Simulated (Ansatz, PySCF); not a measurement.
Molecule: GeI (charge 0, doublet). 
Geometry from a B3LYP-D3(BJ)/def2-TZVP (Ansatz, a program for electronic structure) optimisation:
```xyz
2

Ge     0.0000     0.0000    -1.5933
I      0.0000     0.0000     0.9620
```
Charge 0, spin multiplicity 2.

Property: vertical ionisation energy (to the singlet state of charge +1; each state is the SCF solution reached for its spin; for the singlet T1 is 0.030), in eV. Correlated levels leave the core frozen unless marked. Open shells are spin-unrestricted. Spin-orbit coupling is left out. The frozen core is the preceding noble-gas configuration, with the filled d and f shells of earlier blocks. In def2 rows, elements after Kr have scalar-relativistic effective core potentials. CBS marks a two-point X^-3 extrapolation of the correlation energy; Hartree-Fock from the larger set.

| level | program | vertical ionisation energy (eV) | minus last row |
|---|---|---|---|
| SVWN5/def2-TZVPD | Ansatz | 7.22 | -0.04 |
| PBE/def2-TZVPD | Ansatz | 7.11 | -0.15 |
| r2SCAN/def2-TZVPD | Ansatz | 7.35 | 0.09 |
| B3LYP/def2-TZVPD | Ansatz | 7.25 | -0.01 |
| PBE0/def2-TZVPD | Ansatz | 7.32 | 0.06 |
| BHLYP/def2-TZVPD | Ansatz | 7.32 | 0.06 |
| CAM-B3LYP/def2-TZVPD | Ansatz | 7.40 | 0.14 |
| wB97M-V/def2-TZVPD | Ansatz | 7.30 | 0.04 |
| wB97X-V/def2-TZVPD | Ansatz | 7.35 | 0.09 |
| CCSD/def2-SVPD | Ansatz | 7.12 | -0.14 |
| CCSD/def2-TZVPPD | Ansatz | 7.19 | -0.07 |
| CCSD/def2-QZVPPD | Ansatz | 7.26 | 0.00 |
| CCSD/CBS(def2-TZVPPD,def2-QZVPPD) | Ansatz | 7.31 | 0.05 |
| CCSD(T)/def2-SVPD | Ansatz | 7.04 | -0.22 |
| CCSD(T)/def2-TZVPPD | Ansatz | 7.12 | -0.14 |
| CCSD(T)/def2-QZVPPD | Ansatz | 7.20 | -0.06 |
| CCSD(T)/CBS(def2-TZVPPD,def2-QZVPPD) | Ansatz | 7.26 | 0.00 |

For comparison, minus the highest occupied orbital energy (PySCF): 4.32 eV at TPSS/def2-TZVPD, 6.42 eV at CAM-B3LYP/def2-TZVPD, 7.79 eV at HF/def2-TZVPD.
